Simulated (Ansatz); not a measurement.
The cluster Si₂W₂. Charge 0, multiplicity 1. Geometry PBE0-D4/def2-SVPD, that of the charge -1 doublet.

```tsv
atom	x (Å)	y (Å)	z (Å)
W1	-0.1905	-1.4805	-0.9080
W2	-1.3594	0.0532	0.1528
Si3	1.0344	0.6525	-0.7550
Si4	0.5155	0.7747	1.5102
```

In the def2 sets W takes a core potential; there is no spin–orbit coupling. A triplet lies near this restricted singlet, and broken spin symmetry wasn't tried. The structure comes from a short search, and lower isomers may exist.

Task: Estimate the orbital energies around the gap (eV) in Ansatz with PBE-D4/def2-TZVPD, r2SCAN-D4/def2-TZVPD, PBE0-D4/def2-TZVPD.

Result: 
| orbital | PBE-D4/def2-TZVPD | r2SCAN-D4/def2-TZVPD | PBE0-D4/def2-TZVPD |
| --- | --- | --- | --- |
| HOMO−5 | -6.30 | -6.46 | -7.19 |
| HOMO−4 | -6.00 | -6.19 | -6.91 |
| HOMO−3 | -5.74 | -5.86 | -6.51 |
| HOMO−2 | -5.20 | -5.26 | -5.88 |
| HOMO−1 | -4.72 | -4.84 | -5.51 |
| HOMO | -4.30 | -4.38 | -5.01 |
| LUMO | -3.53 | -3.39 | -2.83 |
| LUMO+1 | -3.42 | -3.22 | -2.52 |
| LUMO+2 | -2.84 | -2.69 | -2.05 |
| LUMO+3 | -2.73 | -2.61 | -2.04 |
| LUMO+4 | -2.29 | -2.18 | -1.69 |
| LUMO+5 | -2.28 | -2.13 | -1.57 |
